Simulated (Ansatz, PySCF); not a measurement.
Noncovalent pair: CH4O (SMILES CO) (first 6 atoms) with CH3Cl (SMILES CCl); geometry from B3LYP-D3(BJ)/def2-TZVP, rigid monomers moved along the line of their centres of mass till H6···Cl8 is 3.49 Å.
(charge 0, multiplicity 1):
```xyz
11

C     -0.521    -0.457    -0.317
O      0.135     0.733     0.094
H      0.162    -1.150    -0.819
H     -1.298    -0.167    -1.024
H     -0.991    -0.979     0.524
H      0.797     0.497     0.755
C     -0.368     1.022     4.321
Cl     1.111    -0.001     4.192
H     -0.130     1.872     4.952
H     -0.634     1.338     3.317
H     -1.152     0.418     4.767
```

Monomers are frozen at their geometry in the pair; levels with a basis set take the counterpoise correction. Rows marked so take none.

Rows in 6-31G* carry no dispersion term and start afresh at each structure (6-31G* with six Cartesian d functions).

The values were computed with Ansatz (a first-principles code) with Gaussian orbitals; PySCF for 6-31G* rows, the dispersion terms. Values without a source in brackets are computed.

### Question
What is the computed interaction energy (HF/6-31G* (no counterpoise))?

### Answer
-72 meV

### Question
Predict the interaction energy from BP86/6-31G* (no counterpoise).

### Answer
-62 meV

### Question
What is the computed interaction energy (B3LYP-D4/def2-TZVPPD)?

### Answer
-77 meV
